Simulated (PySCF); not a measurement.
**Shapes and spin states of GeCl₂**

Level of theory: PBE0/[Ge def2-TZVP, Cl def2-TZVP], no relativity, density fitting, PySCF.

Relaxations began from a few typed shapes and spin states; open shells are unrestricted. The search is not exhaustive: other isomers or separated fragments can lie lower, and high-lying points may rest on an excited occupation.

```
   spin  group               bonds           angles  imaginary modes (cm⁻¹)  ΔE (kJ/mol)  ΔE with ZPE (kJ/mol)
singlet    C2v  Ge–Cl 2.182 Å (×2)  Cl–Ge–Cl 100.1°                    none          0.0                   0.0
singlet    D∞h  Ge–Cl 2.314 Å (×2)  Cl–Ge–Cl 180.0°              163i, 163i        161.2                     –
triplet    C2v  Ge–Cl 2.152 Å (×2)  Cl–Ge–Cl 118.8°                    none        245.5                 245.3
triplet    D∞h  Ge–Cl 2.229 Å (×2)  Cl–Ge–Cl 180.0°                    129i        301.0                     –
```

The lowest minimum found is the singlet C2v: Ge–Cl 2.182 Å (×2); Cl–Ge–Cl 100.1°.

Counting electrons, germanium keeps 2 of its valence electrons outside its bonds, so the VSEPR class is AX2E1 and the expected shape is bent (C2v), as computed.

The electron or spin density has lower symmetry than the nuclear frame for the triplet D∞h at 301.0 kJ/mol.
